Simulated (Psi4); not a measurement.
Psi4 input (wB97X-D/6-311+G**):

```
memory 1500 MB

molecule {
1 2
B    -0.80708184    0.23355661   -0.04263948
N     0.70790059   -0.11185525    0.01263700
H    -1.54209566   -0.74848484   -0.37384746
H    -1.13051212    1.32525768   -0.32548686
H    -1.51449509   -0.44506862    0.76568210
H     0.92283706   -1.07938073    0.26504867
H     1.19131778    0.49176416    0.68657754
H     1.15305309    0.07111606   -0.89323561
symmetry c1
no_reorient
no_com
}

set {
  basis 6-311+G**
  reference uks
  scf_type pk
  dft_radial_points 99
  dft_spherical_points 590
  e_convergence 1e-8
  d_convergence 1e-7
  maxiter 150
}

e = energy('wb97x-d')
print_out(f'\nFINAL {e:.10f} DIPOLE {variable("CURRENT DIPOLE")[0]:.6f} {variable("CURRENT DIPOLE")[1]:.6f} {variable("CURRENT DIPOLE")[2]:.6f}\n')
```

Output:

```
   => Loading Basis Set <=

    Name: 6-311+G**
    Role: ORBITAL
    Keyword: BASIS
    atoms 1   entry B          line   108 file 6-311pgss.gbs
    atoms 2   entry N          line   150 file 6-311pgss.gbs
    atoms 3-8 entry H          line    42 file 6-311pgss.gbs

   => WB97X-D: Empirical Dispersion <=

    Chai and Head-Gordon Dispersion Correction
    Chai, J.-D.; Head-Gordon, M. (2010), J. Chem. Phys., 132: 6615-6620

        s6 =       1.000000

         ---------------------------------------------------------
                                   SCF
               by Justin Turney, Rob Parrish, Andy Simmonett
                          and Daniel G. A. Smith
                              UKS Reference
         ---------------------------------------------------------

  ==> Geometry <==

    Molecular point group: c1
    Full point group: C1

    Geometry (in Angstrom), charge = 1, multiplicity = 2:

       Center              X                  Y                   Z               Mass
    ------------   -----------------  -----------------  -----------------  -----------------
         B           -0.807081840000     0.233556610000    -0.042639480000    11.009305360000
         N            0.707900590000    -0.111855250000     0.012637000000    14.003074004430
         H           -1.542095660000    -0.748484840000    -0.373847460000     1.007825032230
         H           -1.130512120000     1.325257680000    -0.325486860000     1.007825032230
         H           -1.514495090000    -0.445068620000     0.765682100000     1.007825032230
         H            0.922837060000    -1.079380730000     0.265048670000     1.007825032230
         H            1.191317780000     0.491764160000     0.686577540000     1.007825032230
         H            1.153053090000     0.071116060000    -0.893235610000     1.007825032230

  Running in c1 symmetry.

  Rotational constants: A =      2.62615  B =      0.63887  C =      0.58720 [cm^-1]
  Rotational constants: A =  78730.11409  B =  19152.72734  C =  17603.78630 [MHz]
  Nuclear repulsion =   41.138909493785285

  Charge       = 1
  Multiplicity = 2
  Electrons    = 17
  Nalpha       = 9
  Nbeta        = 8

  ==> Algorithm <==

  SCF Algorithm Type is PK.
  DIIS enabled.
  MOM disabled.
  Fractional occupation disabled.
  Guess Type is SAD.
  Energy threshold   = 1.00e-08
  Density threshold  = 1.00e-07
  Integral threshold = 1.00e-12

  ==> Primary Basis <==

  Basis Set: 6-311+G**
    Blend: 6-311+G**
    Number of shells: 44
    Number of basis functions: 80
    Number of Cartesian functions: 82
    Spherical Harmonics?: true
    Max angular momentum: 2

  ==> DFT Potential <==

   => LibXC <=

    Version 7.1.2
    S. Lehtola, C. Steigemann, M. J. T. Oliveira, and M. A. L. Marques,  SoftwareX 7, 1–5 (2018) (10.1016/j.softx.2017.11.002)

   => Composite Functional: WB97X-D <=

    wB97X-D Hyb-GGA Exchange-Correlation Functional

    J.-D. Chai and M. Head-Gordon,  Phys. Chem. Chem. Phys. 10, 6615–6620 (2008) (10.1039/B810189B)

    Deriv               =              1
    GGA                 =           TRUE
    Meta                =          FALSE

    Exchange Hybrid     =           TRUE
    MP2 Hybrid          =          FALSE

   => Exchange-Correlation Functionals <=

    1.0000   wB97X-D range-separated functional

   => Exact (HF) Exchange <=

    0.7780            HF,LR [omega = 0.2000]
    0.2220               HF

   => LibXC Density Thresholds  <==

    XC_HYB_GGA_XC_WB97X_D:  1.00E-14

   => Molecular Quadrature <=

    Radial Scheme          =       TREUTLER
    Pruning Scheme         =           NONE
    Nuclear Scheme         =       TREUTLER

    Blocking Scheme        =         OCTREE
    BS radius alpha        =              1
    Pruning alpha          =              1
    Radial Points          =             99
    Spherical Points       =            590
    Total Points           =         446849
    Total Blocks           =           3146
    Max Points             =            256
    Max Functions          =             80
    Weights Tolerance      =       1.00E-15

  ==> Integral Setup <==

  Using in-core PK algorithm.
   Calculation information:
      Number of atoms:                   8
      Number of AO shells:              44
      Number of primitives:             74
      Number of atomic orbitals:        82
      Number of basis functions:        80

      Integral cutoff                 1.00e-12
      Number of threads:                 1

  Performing in-core PK
  Using 15751260 doubles for integral storage.
  We computed 489252 shell quartets total.
  Whereas there are 490545 unique shell quartets.

  Computing range-separated integrals for PK
  We computed 489252 wK shell quartets total.
  Whereas there are 490545 wK unique shell quartets.

  ==> DiskJK: Disk-Based J/K Matrices <==

    J tasked:                  Yes
    K tasked:                  Yes
    wK tasked:                 Yes
    Omega:               2.000E-01
    Schwarz Cutoff:          1E-12


  Cached 50.0% of DFT collocation blocks in 0.480 [GiB].

  Minimum eigenvalue in the overlap matrix is 8.4314393487E-04.
  Reciprocal condition number of the overlap matrix is 1.0342630209E-04.
    Using symmetric orthogonalization.

  ==> Pre-Iterations <==

  SCF Guess: Superposition of Atomic Densities via on-the-fly atomic UHF (no occupation information).

   -------------------------
    Irrep   Nso     Nmo
   -------------------------
     A         80      80
   -------------------------
    Total      80      80
   -------------------------

  ==> Iterations <==

                        Total Energy        Delta E     RMS |[F,P]|

   @UKS iter SAD:   -82.66739450903083   -8.26674e+01   0.00000e+00
   @UKS iter   1:   -82.76574763729663   -9.83531e-02   6.24257e-03 DIIS/ADIIS
   @UKS iter   2:   -82.81323595289372   -4.74883e-02   5.10460e-03 DIIS/ADIIS
   @UKS iter   3:   -82.87774733463132   -6.45114e-02   5.24415e-04 DIIS/ADIIS
   @UKS iter   4:   -82.87871299724158   -9.65663e-04   1.38570e-04 DIIS/ADIIS
   @UKS iter   5:   -82.87880238680314   -8.93896e-05   2.80306e-05 DIIS
   @UKS iter   6:   -82.87880815400230   -5.76720e-06   6.38232e-06 DIIS
   @UKS iter   7:   -82.87880866850652   -5.14504e-07   1.45499e-06 DIIS
   @UKS iter   8:   -82.87880869408447   -2.55779e-08   3.66914e-07 DIIS
   @UKS iter   9:   -82.87880869545974   -1.37527e-09   9.44614e-08 DIIS
  Energy and wave function converged.

  ==> Post-Iterations <==

   Electrons on quadrature grid:
      Nalpha   =    9.0000000462 ; deviation = 4.618e-08
      Nbeta    =    8.0000000303 ; deviation = 3.029e-08
      Ntotal   =   17.0000000765 ; deviation = 7.647e-08

   @Spin Contamination Metric:   2.159191787E-03
   @S^2 Expected:                7.500000000E-01
   @S^2 Observed:                7.521591918E-01
   @S   Expected:                5.000000000E-01
   @S   Observed:                5.000000000E-01

    Orbital Energies [Eh]
    ---------------------

    Alpha Occupied:

       1A    -14.757006     2A     -7.104882     3A     -1.298882
       4A     -0.937342     5A     -0.879713     6A     -0.875205
       7A     -0.792780     8A     -0.678341     9A     -0.573078

    Alpha Virtual:

      10A     -0.138444    11A     -0.087452    12A     -0.071949
      13A     -0.065332    14A     -0.045435    15A     -0.025357
      16A     -0.018446    17A     -0.006189    18A     -0.003228
      19A      0.005742    20A      0.012779    21A      0.031380
      22A      0.046535    23A      0.066357    24A      0.165834
      25A      0.206974    26A      0.222836    27A      0.244620
      28A      0.294588    29A      0.315193    30A      0.350292
      31A      0.350556    32A      0.413318    33A      0.444926
      34A      0.498943    35A      0.532722    36A      0.560650
      37A      0.598672    38A      0.643554    39A      0.788559
      40A      0.838263    41A      0.914809    42A      0.988179
      43A      1.023078    44A      1.048845    45A      1.135323
      46A      1.206746    47A      1.312612    48A      1.391472
      49A      1.451406    50A      1.544215    51A      1.582670
      52A      1.623048    53A      1.704093    54A      1.728391
      55A      1.731535    56A      1.795989    57A      1.841321
      58A      1.961489    59A      1.973995    60A      2.036737
      61A      2.037551    62A      2.105568    63A      2.312074
      64A      2.411217    65A      2.415237    66A      2.451829
      67A      2.477876    68A      2.480425    69A      2.615977
      70A      2.617290    71A      2.651025    72A      2.765125
      73A      2.836628    74A      2.849444    75A      3.177631
      76A      4.426802    77A      4.489188    78A      4.529648
      79A     14.515337    80A     35.428719

    Beta Occupied:

       1A    -14.757263     2A     -7.100603     3A     -1.297389
       4A     -0.898791     5A     -0.878622     6A     -0.870347
       7A     -0.775412     8A     -0.670716

    Beta Virtual:

       9A     -0.287517    10A     -0.136026    11A     -0.078477
      12A     -0.062448    13A     -0.060308    14A     -0.022378
      15A     -0.015413    16A     -0.013958    17A     -0.003711
      18A      0.007788    19A      0.014544    20A      0.016071
      21A      0.035973    22A      0.060607    23A      0.071881
      24A      0.167206    25A      0.208167    26A      0.236440
      27A      0.250022    28A      0.320174    29A      0.320381
      30A      0.354386    31A      0.367705    32A      0.426486
      33A      0.450714    34A      0.502342    35A      0.537230
      36A      0.562265    37A      0.602093    38A      0.667408
      39A      0.818431    40A      0.866919    41A      0.919497
      42A      0.994840    43A      1.030834    44A      1.059806
      45A      1.152861    46A      1.234823    47A      1.313741
      48A      1.412784    49A      1.459082    50A      1.559828
      51A      1.585618    52A      1.630048    53A      1.709177
      54A      1.742962    55A      1.762263    56A      1.803879
      57A      1.857096    58A      1.981771    59A      1.995270
      60A      2.045592    61A      2.064110    62A      2.109548
      63A      2.317820    64A      2.417998    65A      2.421394
      66A      2.455463    67A      2.482849    68A      2.484278
      69A      2.622078    70A      2.651010    71A      2.665233
      72A      2.771403    73A      2.839865    74A      2.850495
      75A      3.191974    76A      4.431398    77A      4.490198
      78A      4.529681    79A     14.530869    80A     35.428496

    Final Occupation by Irrep:
              A
    DOCC [     8 ]
    SOCC [     1 ]
    NA   [     9 ]
    NB   [     8 ]

  @UKS Final Energy:   -82.87880869545974

   => Energetics <=

    Nuclear Repulsion Energy =             41.1389094937852846
    One-Electron Energy =                -187.0057884181232453
    Two-Electron Energy =                  71.7163179715774532
    DFT Exchange-Correlation Energy =      -8.7263913779382207
    Empirical Dispersion Energy =          -0.0018563647610266
    VV10 Nonlocal Energy =                  0.0000000000000000
    Total Energy =                        -82.8788086954597389

  UHF NO Occupations:
  HONO-2 :    7  A 1.9997689
  HONO-1 :    8  A 1.9992936
  HONO-0 :    9  A 1.0000000
  LUNO+0 :   10  A 0.0007064
  LUNO+1 :   11  A 0.0002311
  LUNO+2 :   12  A 0.0001049
  LUNO+3 :   13  A 0.0000346

Computation Completed

Properties will be evaluated at   0.000000,   0.000000,   0.000000 [a0]

Properties computed using the SCF density matrix

 Multipole Moments:

 ------------------------------------------------------------------------------------
     Multipole            Electronic (a.u.)      Nuclear  (a.u.)        Total (a.u.)
 ------------------------------------------------------------------------------------

 L = 1.  Multiply by 2.5417464519 to convert [e a0] to [Debye]
 Dipole X            :          0.5939590           -0.0000000            0.5939590
 Dipole Y            :         -0.5542189            0.0000000           -0.5542189
 Dipole Z            :          0.1331825           -0.0000000            0.1331825
 Magnitude           :                                                    0.8232153

 ------------------------------------------------------------------------------------

FINAL -82.8788086955 DIPOLE 0.593959 -0.554219 0.133183

*** Psi4 exiting successfully. Buy a developer a beer!
```

The dipole moment of an ion depends on the origin.
